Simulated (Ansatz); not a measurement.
Relaxation of GaH$_{3}$O (5 atoms, charge 0, multiplicity 1), to a largest force component of 0.03 eV/Å in at most 50 steps.

These are results of RKS PBE0/def2-SVP (Ansatz 0.2.0), not measurements.

```xyz
5
Properties=species:S:1:pos:R:3
Ga 0.142 -0.054 0.188
H 0.712 -0.133 1.627
O 1.799 -0.415 -0.348
H 2.356 -0.531 0.426
H -1.075 0.181 -0.735
```

Problem. Where does it end, and by what steps?

Solution. It converged. After 6 steps the energy has fallen by 0.567 eV; H2 moved furthest, 0.56 Å.

```tsv
step	energy less start (eV)	largest force component (eV/Å)	accepted
0	0.0000	1.527	yes
1	-0.3538	0.710	yes
2	-0.5051	0.328	yes
3	-0.5180	0.982	yes
4	-0.5636	0.425	yes
5	-0.5656	0.213	yes
6	-0.5667	0.016	yes
```

```xyz
5
Properties=species:S:1:pos:R:3
Ga 0.256 -0.074 0.321
H 0.231 -0.025 1.888
O 1.811 -0.430 -0.482
H 2.555 -0.574 0.111
H -0.918 0.151 -0.680
```

The run took 11 s on 1 thread of Arm Neoverse V2, on a shared host, peak memory 0.11 GiB.
